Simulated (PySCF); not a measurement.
Job file and geometry (Å, from GFN2-xTB) of an NMR shielding run on `CS[Si@@H]1[C@H](C=O)[C@H]1O[SiH3]`, C$_{4}$H$_{10}$O$_{2}$SSi$_{2}$, GIAO PBE0/pcSseg-1 NMR shielding, non-relativistic, gas phase (PySCF); density fitting, a coarse starting grid and PySCF grid level 2 are the driver's defaults:

```
$ OMP_NUM_THREADS=1 python probes_run.py task.json out

{"job": {"kind": "nmr", "xc": "PBE0", "basis": "pcSseg-1"}, "charge": 0, "multiplicity": 1}
C     -0.956077     2.900319     2.215878
S     -0.871194     2.652951     0.405823
Si     0.518955     1.047387     0.304713
C      0.447076    -0.017622    -1.287364
C     -0.459545     0.343547    -2.362043
O     -0.138413     0.549145    -3.506901
C     -0.084393    -0.706172    -0.017130
O      0.660403    -1.771025     0.444128
Si     0.779265    -3.277744    -0.166236
H      0.021103     3.185489     2.589487
H     -1.664533     3.704708     2.381536
H     -1.302954     1.993471     2.697934
H      1.825160     1.270601     0.889368
H      1.411282    -0.381739    -1.621581
H     -1.514932     0.455915    -2.036464
H     -1.153171    -0.922089    -0.050864
H     -0.530937    -3.932572    -0.159378
H      1.290245    -3.268684    -1.536532
H      1.712859    -3.816637     0.808165
```

Problem. Write the output of this run.

Solution. 
```
coarse grid: 17592 points
cycle   1  E = -1284.9768166428  dE =  1.279e+00  |g| = 9.921e-01  |ddm| = 4.094e+00
cycle   2  E = -1284.3617507061  dE =  6.151e-01  |g| = 1.995e+00  |ddm| = 3.449e+00
cycle   3  E = -1285.1608456858  dE = -7.991e-01  |g| = 2.439e-01  |ddm| = 2.834e+00
cycle   4  E = -1285.1701818928  dE = -9.336e-03  |g| = 1.333e-01  |ddm| = 3.243e-01
cycle   5  E = -1285.1734384878  dE = -3.257e-03  |g| = 2.731e-02  |ddm| = 1.324e-01
cycle   6  E = -1285.1736026919  dE = -1.642e-04  |g| = 8.187e-03  |ddm| = 3.961e-02
cycle   7  E = -1285.1736171187  dE = -1.443e-05  |g| = 2.489e-03  |ddm| = 1.143e-02
cycle   8  E = -1285.1736184348  dE = -1.316e-06  |g| = 7.489e-04  |ddm| = 2.832e-03
final grid: 156568 points
cycle   9  E = -1285.2484783584  dE = -1.697e-05  |g| = 1.464e-02  |ddm| = 3.119e-02
cycle  10  E = -1285.2483822860  dE =  9.607e-05  |g| = 2.661e-02  |ddm| = 3.212e-02
cycle  11  E = -1285.2485182006  dE = -1.359e-04  |g| = 3.181e-03  |ddm| = 2.318e-02
cycle  12  E = -1285.2485201841  dE = -1.984e-06  |g| = 3.670e-04  |ddm| = 2.793e-03
cycle  13  E = -1285.2485202070  dE = -2.283e-08  |g| = 1.540e-04  |ddm| = 4.524e-04
cycle  14  E = -1285.2485202113  dE = -4.346e-09  |g| = 4.493e-05  |ddm| = 1.651e-04
cycle  15  E = -1285.2485202118  dE = -4.768e-10  |g| = 1.202e-05  |ddm| = 6.472e-05
converged SCF energy = -1285.2485202118

GIAO shielding tensors (ppm)
atom      isotropic    diamagn.    paramagn.     s11        s22        s33       span
  0 C      171.496     250.868     -79.372    159.833    162.988    191.667     31.834
  1 S      694.880    1059.454    -364.574    608.716    676.744    799.180    190.463
  2 Si     430.502     882.099    -451.597    303.281    355.003    633.223    329.942
  3 C      144.273     263.065    -118.792    100.692    129.869    202.258    101.566
  4 C      -10.189     248.118    -258.308   -110.079    -11.004     90.515    200.593
  5 O     -325.903     394.237    -720.140   -907.839   -424.291    354.421   1262.259
  6 C      122.334     251.390    -129.056     80.905    102.362    183.736    102.831
  7 O      321.241     396.578     -75.336    266.555    332.052    365.117     98.563
  8 Si     386.953     880.626    -493.673    340.471    354.602    465.788    125.317
  9 H       29.586      28.865       0.721     24.047     27.493     37.218     13.171
 10 H       29.493      27.655       1.838     23.697     26.316     38.466     14.770
 11 H       29.517      30.742      -1.225     23.494     28.433     36.623     13.129
 12 H       27.380      30.661      -3.281     21.943     25.744     34.452     12.508
 13 H       29.280      34.331      -5.050     26.002     27.686     34.152      8.150
 14 H       22.401      29.674      -7.273     18.814     21.258     27.130      8.316
 15 H       27.069      33.341      -6.272     22.562     27.469     31.176      8.614
 16 H       26.918      29.324      -2.407     23.545     25.158     32.051      8.505
 17 H       26.852      29.662      -2.810     22.876     26.048     31.631      8.755
 18 H       27.075      29.345      -2.271     23.162     25.200     32.862      9.701
```

Problem. Turn these shieldings into chemical shifts. δ = σ(ref) − σ, references computed at the same level: 13C (σ = 186.93 ppm), 29Si (σ = 349.16 ppm), 1H (σ = 31.72 ppm) vs TMS; 33S (σ = 503.73 ppm) against CS2; 17O (σ = 336.08 ppm) against H2O.

Solution. Averaging equivalent atoms: C 4: 197.1; C 6: 64.6; C 3: 42.7; C 0: 15.4; S 1: -191; Si 8: -37.8; Si 2: -81.3; O 5: 662.0; O 7: 14.8; H 14: 9.32; H 16/17/18: 4.77; H 15: 4.65; H 12: 4.34; H 13: 2.44; H 9/10/11: 2.19 ppm. Unscaled 17O shifts of doubly bonded oxygen tend to come out too high, by tens of ppm or more. Experimental scales use liquid or dissolved standards, which lie at an offset from isolated H2O (liquid H2O: subtract about 36 ppm).

Size and cost of the density-fitted run: 224 basis functions, 95 s wall time on 1 thread of an Arm Neoverse N1, shared host; peak memory 1.1 GiB.
